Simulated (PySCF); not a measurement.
Excitation energy of Ar⁺ by level of theory

Ar⁺ [Ne] 3s2 3p5 (2P) → Ar⁺ [Ne] 3s2 3p4 4s1 (4P), as a difference of total energies. All numbers are calculated (PySCF 2.14, scalar relativity by spin-free X2C-1e, in x2c-TZVPPall with one added diffuse shell each of s, p, d type (6s6p4d1f, 51 functions)). Correlated levels: valence: [Ne] frozen; valence and next inner shell: 1s2 frozen. The calculations carry no spin-orbit coupling.

| method | excitation energy (eV) |
| --- | --- |
| UHF | 16.058 |
| LDA | 16.678 |
| PBE | 16.581 |
| PBE0 | 16.714 |
| r2SCAN | 16.976 |
| revPBE | 16.616 |
| BLYP | 16.558 |
| wB97X | 17.255 |
| B3LYP | 16.701 |
| MP2 (valence) | 16.575 |
| SCS-MP2 (valence) | 16.701 |
| MP2 (valence and next inner shell) | 16.586 |
| SCS-MP2 (valence and next inner shell) | 16.706 |

**Question.** How much does correlation contribute at MP2 (valence and next inner shell)?

**Answer.** 16.586 − (16.058) = 0.528 eV, measured against UHF.

Errors of the correlated levels include the incompleteness of this basis and the frozen core.

The promoted electron is Rydberg-like, and one or two diffuse shells describe it only roughly, which tends to raise the upper state.

For comparison: 16.648 eV (measured; NIST levels, between the centres of gravity of the two terms).
